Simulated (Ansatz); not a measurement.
Z-matrix (Å, degrees):
```
Al
C 1 2.288
C 1 2.046 2 72.0
C 1 2.080 2 35.7 3 0.0
H 1 1.585 2 108.1 3 110.7
H 1 1.584 2 107.8 3 -111.5
H 2 1.088 1 110.7 3 -115.0
H 2 1.088 1 110.0 3 115.1
N 3 1.352 1 146.3 2 -175.5
H 9 1.007 3 118.6 1 -166.8
H 9 1.003 3 117.3 1 -21.9
```

Charge 0, multiplicity 1. The bonds changed during the relaxation, so this is another structure than the one it started from.

(1) List the PBE0/def2-TZVPP orbital energies in eV (the Gaussian-basis code of Ansatz). (Estimate.)

Results:

(1) The calculation gave: Occupied: -1527.13, -392.21, -279.43, -279.00, -278.79, -113.00, -73.06, -73.00, -72.91, -26.09, -22.85, -19.48, -15.76, -15.12, -13.36, -12.75, -11.70, -10.42, -9.19, -8.02, -7.40, -6.60. Lowest empty: -0.91, 0.27, 1.01, 1.20, 1.47, 2.17, 2.46, 2.96.
